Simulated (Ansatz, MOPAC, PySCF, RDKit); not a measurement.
C2H4 (SMILES C=C) and CH3Cl (SMILES CCl) are pulled apart as rigid monomers along the line of their centres of mass, from the B3LYP-D3(BJ)/def2-TZVP minimum. Starting geometry (charge 0, multiplicity 1):
```xyz
11

C      0.5416    -0.4751     0.2144
C     -0.3964     0.4608     0.2252
H      0.5383    -1.2831     0.9362
H      1.3418    -0.4728    -0.5161
H     -0.4037     1.2695    -0.4960
H     -1.1958     0.4479     0.9563
C      0.4929     0.3685     3.9151
Cl    -0.7665    -0.8992     3.7313
H      0.0610     1.1975     4.4677
H      1.3283    -0.0603     4.4603
H      0.7986     0.6827     2.9220
```

Interaction energies with rigid monomers; basis-set methods are counterpoise corrected unless marked otherwise.

Correlated levels freeze the cores. Rows in 6-311+G** carry no dispersion term and start afresh at each structure. The state that PM7 reach isn't checked; PM7 holds dispersion and hydrogen-bond terms.

Programs: Ansatz (a first-principles code); MOPAC for PM7 (differences of heats of formation); PySCF for 6-311+G** rows; RDKit for the force fields. Each number belongs to the level named beside it.

```tsv
C1···H11 (Å)	UFF (meV)	PM7 (meV)	B3LYP/6-311+G** (no counterpoise) (meV)	wB97X-V/def2-TZVPPD (meV)	CCSD(T)/aug-cc-pV(D+d)Z (meV)
2.71	19.1	-101.0	___	-56.5	-27.6
2.96	-47.4	-100.7	-12.6	-88.8	-70.2
3.34	-47.8	-76.1	-23.9	-72.9	-63.6
4.00	-23.5	-42.8	-14.0	-34.8	-31.8
5.10	-6.9	-13.1	-6.6	___	-9.9
```

**Question.** Some entries are withheld; supply them.

**Answer.** 
- 5.10, wB97X-V/def2-TZVPPD (meV): -10.4
- 2.71, B3LYP/6-311+G** (no counterpoise) (meV): 42.6
